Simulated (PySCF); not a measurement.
Species: C₃H₉GaN₂.
Geometry (PBE0-D3(BJ)/def2-SVP, Å), atoms numbered from 1 in this order:
```xyz
15
C3H9GaN2 angstrom
C      2.4316    0.4371   -0.4511
C      1.6042   -0.4069    0.3779
N      0.8948   -1.0540    1.0193
Ga    -1.1997   -1.1742    1.4585
C     -1.6554   -0.1781   -0.2292
N     -0.8626    1.0424   -0.3914
H      2.9552   -0.1605   -1.2101
H      1.7355    1.1400   -0.9350
H      3.1640    0.9843    0.1586
H     -1.4934   -2.7207    1.5308
H     -1.2090   -0.3116    2.7889
H     -2.7521   -0.0018   -0.2396
H     -1.4514   -0.8529   -1.0789
H     -1.2104    1.6011   -1.1713
H     -0.9701    1.6335    0.4326
```

Level: CAM-B3LYP/def2-SVPD in PySCF, non-relativistic, on one gas-phase PBE0-D3(BJ)/def2-SVP geometry that isn't relaxed in the solvent. The solvent is an IEF-PCM continuum (Bondi radii, 1.10 Å for H, scaled by 1.2), and excitations are vertical TDDFT with non-equilibrium linear response and a frozen core. Specific hydrogen bonds and non-electrostatic terms are outside this model. Spin–orbit coupling is left out although an atom past zinc is present.

Gas-phase singlets (H = HOMO, L = LUMO):

```json
{"state": "S1", "E (eV)": "5.560", "λ (nm)": "223", "f": "0.011", "leading configurations": "H→L 90%"}
{"state": "S2", "E (eV)": "5.923", "λ (nm)": "209", "f": "0.004", "leading configurations": "H→L+1 55%, H→L+2 16%"}
{"state": "S3", "E (eV)": "6.071", "λ (nm)": "204", "f": "0.013", "leading configurations": "H→L+2 78%"}
{"state": "S4", "E (eV)": "6.267", "λ (nm)": "198", "f": "0.007", "leading configurations": "H-1→L 75%, H-1→L+1 10%"}
{"state": "S5", "E (eV)": "6.438", "λ (nm)": "193", "f": "0.006", "leading configurations": "H-2→L 70%"}
```

Q: How does the list change in cyclohexane (ε = 2.017)?

A: 
| state | E (eV) | λ (nm) | f | leading configurations | change by rank (eV) |
| --- | --- | --- | --- | --- | --- |
| S1 | 5.644 | 220 | 0.014 | H→L 92% | +0.084 |
| S2 | 5.997 | 207 | 0.006 | H→L+1 63%, H→L+5 11% | +0.074 |
| S3 | 6.199 | 200 | 0.013 | H→L+2 90% | +0.128 |
| S4 | 6.370 | 195 | 0.012 | H-1→L 80% | +0.103 |
| S5 | 6.603 | 188 | 0.026 | H-2→L 66%, H→L+3 11% | +0.165 |

Q: The ground-state energy changes by -0.139 eV from gas to cyclohexane. By how much does the total energy of gas-phase S1 change?

A: E(S1) = E(S0) + excitation energy, so it changes by -0.139 + 0.084 = -0.055 eV: it is lowered less than the ground state, which is what a blue shift means. This is the vertical state, with the slow part of the continuum still set for S0.

Q: How do the frontier levels move from gas to cyclohexane?

A: 
```tsv
orbital	gas (eV)	solvent (eV)	change (eV)
LUMO+2	1.00	1.17	+0.17
LUMO+1	0.79	0.96	+0.17
LUMO	0.63	0.74	+0.11
HOMO	-7.89	-7.90	-0.01
HOMO-1	-8.60	-8.67	-0.07
HOMO-2	-8.79	-8.94	-0.15
HOMO-3	-11.35	-11.41	-0.06
```

The HOMO–LUMO gap goes from 8.51 to 8.64 eV. Rows go by rank; for HOMO-2 and HOMO-1 the atom shares or the degeneracy differ between the runs, so the row needn't follow one orbital.

On one thread of an Arm Neoverse V2, no GPU, shared host, this took 46 s of wall time and 1.1 GiB of memory at its peak. This is the whole response run at CAM-B3LYP/def2-SVPD in cyclohexane, SCF included.
